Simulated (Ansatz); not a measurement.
The same path of a periodic cell of 21 atoms, H$_{2}$C$_{18}$O (surface graphene monolayer, adsorbate H2O) was run twice with different band settings.

Theory: DFT PBE, scalar-relativistic, plane waves, PAW in Ansatz. Settings: cutoff 420 eV, k mesh 2x2x1, gaussian smearing 0.05 eV, no spin polarisation.

Relaxed end points:

```xyz
21
Lattice="7.3980 0.0000 0.0000 -3.6990 6.4069 0.0000 0.0000 0.0000 11.0000" Properties=species:S:1:pos:R:3
C 0.064 0.007 0.719
C 1.311 0.727 0.720
C -1.166 2.158 0.719
C 0.064 2.868 0.719
C -2.387 4.283 0.719
C -1.166 4.988 0.720
C 2.533 0.022 0.721
C 3.763 0.732 0.722
C 1.311 2.148 0.719
C 2.533 2.853 0.720
C 0.064 4.279 0.719
C 1.312 4.999 0.719
C 5.012 0.012 0.720
C 6.233 0.717 0.719
C 3.764 2.144 0.721
C 5.011 2.863 0.719
C 2.534 4.294 0.719
C 3.763 5.004 0.719
O 3.829 1.501 4.349
H 2.989 1.708 4.787
H 3.580 1.361 3.420
```

```xyz
21
Lattice="7.3980 0.0000 0.0000 -3.6990 6.4069 0.0000 0.0000 0.0000 11.0000" Properties=species:S:1:pos:R:3
C 0.080 0.012 0.720
C 1.301 0.717 0.719
C -1.168 2.144 0.721
C 0.079 2.863 0.719
C -2.398 4.294 0.719
C -1.169 5.004 0.719
C 2.530 0.007 0.719
C 3.777 0.727 0.720
C 1.300 2.158 0.719
C 2.530 2.868 0.719
C 0.079 4.283 0.719
C 1.300 4.988 0.720
C 4.999 0.022 0.721
C 6.229 0.732 0.722
C 3.777 2.148 0.719
C 4.999 2.853 0.720
C 2.530 4.279 0.719
C 3.778 4.999 0.719
O 6.295 1.501 4.349
H 5.455 1.708 4.787
H 6.046 1.361 3.420
```

Common settings: climbing image yes; spring 5.0 eV/Å²; optimiser quadratic models (default); end points relaxed.

| run | movable images | start path | force threshold | iteration limit |
| --- | --- | --- | --- | --- |
| 1 | 5 | IDPP | 0.03 eV/Å | 18 |
| 2 | 3 | default | 0.05 eV/Å | 6 |

**Question.** What does each run give, and how far can it be trusted?

**Answer.** Run 1: converged after 4 iterations, highest image 0.002 eV above the first end. The top lies less than 8 meV above the higher end, about what the thresholds resolve: that end is a shoulder or a very shallow well. The order of the stationary point at the top wasn't checked.
Run 2: converged after 5 iterations, highest image 0.002 eV above the first end. The top lies less than 8 meV above the higher end, about what the thresholds resolve: that end is a shoulder or a very shallow well. The order of the stationary point at the top wasn't checked.
Limits of this set-up: slab without dipole correction, no dispersion correction for a molecule that may bind weakly.
